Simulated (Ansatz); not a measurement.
The same group exchange along the group O, S, Se.

Isolated molecules relaxed with PBE0-D4/def2-TZVP in Ansatz; ΔE leaves out vibrations. CCSD(T)/CBS is the MP2 limit (def2-TZVPP, def2-QZVPP) plus CCSD(T) − MP2 in def2-TZVPP, frozen cores. DFT in def2-TZVPP. For Ge, Se outer-core shells are correlated without core-valence functions, which leaves a few kJ/mol of doubt a bond. Scalar relativity is left out up to krypton.

```tsv
reaction	CCSD(T)/def2-SVP (eV)	LDA (SPW92) (eV)	CCSD/CBS(def2) (eV)	CCSD(T)/CBS(def2) (eV)
`O=[CH][GeH3]` + `C#CCCl` → `Cl[CH2][GeH3]` + `C#CC=O`	-0.29	-0.24	-0.27	-0.28
`S=[CH][GeH3]` + `C#CCCl` → `Cl[CH2][GeH3]` + `C#CC=S`	-0.22	-0.30	-0.17	-0.19
`[GeH3][CH]=[Se]` + `C#CCCl` → `Cl[CH2][GeH3]` + `C#CC=[Se]`	-0.21	-0.35	-0.17	-0.21
```

Largest T1 diagnostic: 0.016, for `C#CC=S`.
